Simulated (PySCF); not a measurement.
## Unknowns

Theory: shielding tensors at PBE0/pcSseg-1 (GIAO), GFN2-xTB geometry, in PySCF (relativity neglected, a single conformation, rapidly exchanging positions averaged, isolated molecule).

Scale: 1H (31.72 ppm) and 13C (186.93 ppm) against TMS (reference shieldings calculated alike). Where no couplings were computed, multiplicities follow the n + 1 count of equivalent neighbours, and m marks all less simple cases (inequivalent or close neighbours, rings, F or P nearby). Acid and N–H amide carbonyl carbons lie up to 10 ppm further downfield in solution (hydrogen bonding). Shifts are as computed. Against solution values, carbons near 30 ppm lie about +3 ppm off and those near 130 ppm about +5 ppm. Of 1211 compounds with measured shifts, 218 miss one by over three times the rms of a fit or turn the order of signals round; such compounds aren't used in these exercises. Groups on amide-type nitrogens are kept apart (slow C–N rotation). OH and NH positions are gas-phase values without hydrogen bonding to other molecules.

**Question.** C₆H₉NO. 1H NMR (600 MHz, computed): δ 5.45 (s, 1H), 4.67 (br, 1H), 4.35 (br, 1H), 3.44 (m, 2H), 2.92 (m, 2H), 2.16 (m, 2H). 13C{1H} NMR (computed): δ 176.6 (C), 167.1 (C), 118.2 (CH), 35.3 (CH2), 32.1 (CH2), 18.7 (CH2). Identify the compound.

**Answer.** SMILES NC(=O)C=C1CCC1. Rings plus π bonds: 3 (1 ring in the answer). 6 carbon signals for 6 carbons: no two carbons are equivalent. Carbon types of the structure: 2 × C, 1 × CH, 3 × CH2, leaving 2 H on heteroatoms. δC 176.6: β carbon of a C=C–C=O unit; conjugation with the carbonyl draws π density from the β position. δC 167.1: amide carbonyl carbon; it is a carbonyl in resonance with an O or N lone pair, the region of acids, esters and amides. δC 118.2: α carbon of a C=C–C=O unit; an sp2 carbon of a C=C bond. δC 18.7: sp3 CH2 in a ring; saturated and bonded to C and H only.

The shifts were computed for this structure.

**Question.** C₅H₁₀O₄Si. 1H NMR (300 MHz, computed): δ 5.14 (s, 1H), 4.40 (m, 2H), 4.25 (m, 2H), 2.28 (m, 1H), 2.05 (s, 3H), 1.27 (m, 1H). 13C{1H} NMR (computed): δ 174.9, 67.1, 35.7, 24.6. Give a structure.

**Answer.** SMILES O(C(C)=O)[SiH]1OCCCO1. The formula gives 2 degrees of unsaturation (1 ring in the answer). 4 carbon signals for 5 carbons: some carbons are equivalent by symmetry or fast rotation. Carbon types of the structure: 1 × C, 3 × CH2, 1 × CH3, leaving 1 H on heteroatoms. δC 174.9: carbonyl carbon. δC 67.1: sp3 CH2 bonded to O; deshielded by the electronegative neighbour. δC 35.7: sp3 CH2 in a ring; aliphatic region, no heteroatom directly attached. δH 4.40, 4.25: hydrogen on an sp3 CH2 bonded to O; its carbon carries O, an electronegative neighbour.

This is the structure that produced the data.
